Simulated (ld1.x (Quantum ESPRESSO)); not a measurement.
# PBEsol ultrasoft dataset for Os, scalar-relativistic all-electron reference.

```json
{"Element": "osmium", "Generator": "ld1.x (Quantum ESPRESSO) 7.5", "Type": "ultrasoft", "Functional": "PBEsol", "Relativity": "scalar-relativistic", "Frozen core": "[Xe] 4f14", "Valence charge": "8", "Reference configuration": "5d6 6s1.75 6p0.25", "Partial waves": "6s (bound): rcut 2.10, rcutus 2.50 bohr; 6s channel at 0.35 Ry: rcut 2.10, rcutus 2.50 bohr; 6p (bound): rcut 2.40, rcutus 3.05 bohr; 6p channel at 0.65 Ry: rcut 2.40, rcutus 3.05 bohr; 5d (bound): rcut 1.90, rcutus 2.00 bohr; 5d channel at 0.25 Ry: rcut 1.90, rcutus 2.00 bohr", "Local potential": "all-electron potential smoothed inside 1.55 bohr (lloc = -1)", "Core correction": "a·sin(br)/r model core, default radius (core density twice the valence density)", "Augmentation charge": "PSQ, radius 1.90 bohr"}
```

Results:

| Property | Result |
| --- | --- |
| Cutoffs needed | 25 Ry and 40 Ry (the cutoffs (Ry, on a coarse ladder) from which the occupation-weighted sum of valence levels, in a spherical-Bessel basis at the reference potential, stays within 10 and 1 mRy of its value at 400 Ry) |
| Ghost test | ghost states, extra bound levels that the all-electron valence spectrum of the same l lacks: s at -159.2 eV, p at -42.2 eV; a true bound ghost makes a file unfit for plane-wave use (spherical-Bessel basis up to 400 Ry, 20 bohr box) |
| Largest excitation error | -50 meV (all-electron minus pseudo) for 5d5 6s2 6p0, out of 7 test configurations |
| Lowest eigenvalue of the overlap operator | 0.26 (s channel) |
| Density cutoff estimated by the generator | 120 Ry |

Generation and tests took about 1.7 s on one core of a shared server CPU.
